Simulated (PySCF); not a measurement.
## Atomic charges by several schemes

C2H9NS2Si2.
Structure used (GFN2-xTB), in Å, numbered top down from 1:
```
atom  x, y, z in Å
C1    -2.4295    0.7521    1.7179
C2    -1.5248    0.2776    0.8810
S3    -0.6295   -1.2114    1.1866
Si4    0.5015   -1.3916   -0.6377
S5    -0.7406   -1.8534   -2.3354
N6     1.2116    0.1159   -1.0402
Si7    2.1828    1.1691   -0.0401
H8    -2.9541    1.6673    1.5048
H9    -2.6727    0.2434    2.6342
H10   -1.2626    0.7754   -0.0396
H11    1.4093   -2.4929   -0.3693
H12   -1.5736   -2.6566   -1.6948
H13    1.2451    0.3103   -2.0286
H14    2.2489    2.4158   -0.7985
H15    1.4786    1.3186    1.2286
H16    3.5021    0.5691    0.1667
```

Density: PBE0/pcSseg-1 (PySCF); schemes: Mulliken, IAO, Hirshfeld and ESP-fitted. One conformer (not necessarily the lowest) at the GFN2-xTB geometry, without solvent, vibrations or thermal averaging.

**Question.** For which atoms does the sign change between the 4 schemes (beyond +0.03 e in one, beyond −0.03 e in another)?

**Answer.** For none.

**Question.** Which atoms carry the lowest charge in the Mulliken, IAO, Hirshfeld and ESP-fitted schemes?

**Answer.** All schemes agree: Mulliken N6 (-0.848); IAO N6 (-0.942); Hirshfeld N6 (-0.326); ESP-fitted N6 (-0.627).

**Question.** Tabulate the Mulliken, IAO, Hirshfeld and ESP-fitted charges.

**Answer.** In e:

```tsv
atom	environment	Mulliken	IAO	Hirshfeld	ESP-fitted
C1	terminal =CH2 carbon	-0.124	-0.328	-0.111	-0.493
C2	alkene CH carbon	-0.345	-0.241	-0.059	-0.009
S3	sulfur bonded to C and Si	-0.195	-0.123	-0.063	-0.192
Si4	SiH silicon	+0.769	+0.875	+0.341	+0.336
S5	sulfur bonded to Si and H	-0.384	-0.339	-0.150	-0.393
N6	nitrogen bridging silicon atoms	-0.848	-0.942	-0.326	-0.627
Si7	SiH3 silicon	+0.626	+0.749	+0.358	+0.471
H8	vinylic hydrogen	+0.126	+0.161	+0.053	+0.202
H9	vinylic hydrogen	+0.122	+0.155	+0.047	+0.234
H10	vinylic hydrogen	+0.164	+0.158	+0.041	+0.118
H11	Si–H hydrogen	-0.040	-0.139	-0.079	-0.013
H12	S–H hydrogen	+0.169	+0.118	+0.060	+0.237
H13	N–H hydrogen	+0.229	+0.278	+0.118	+0.396
H14	Si–H hydrogen	-0.104	-0.123	-0.073	-0.106
H15	Si–H hydrogen	-0.070	-0.118	-0.076	-0.063
H16	Si–H hydrogen	-0.096	-0.143	-0.082	-0.097
```

Mean size of the charges over all atoms: IAO 0.312 e, Mulliken 0.276 e, ESP-fitted 0.249 e, Hirshfeld 0.127 e. Each set sums to the total charge, 0, to within 0.001 e. The Hirshfeld scheme weights the molecular density at each point by an atom's share of the summed free-atom densities.

**Question.** How closely do the schemes follow one another over all atoms?

**Answer.** Correlation coefficient and root-mean-square difference: IAO with Hirshfeld 0.99, 0.252 e; Mulliken with IAO 0.98, 0.086 e; Mulliken with Hirshfeld 0.96, 0.214 e; IAO with ESP-fitted 0.89, 0.196 e; Hirshfeld with ESP-fitted 0.89, 0.178 e; Mulliken with ESP-fitted 0.86, 0.187 e.

**Question.** Sum the charges by element, for elements with more than one atom.

**Answer.** 
```csv
element,atoms,Mulliken,IAO,Hirshfeld,ESP-fitted
C,2,-0.469,-0.568,-0.170,-0.503
S,2,-0.579,-0.462,-0.212,-0.584
Si,2,+1.395,+1.624,+0.699,+0.807
H,9,+0.501,+0.348,+0.009,+0.908
```
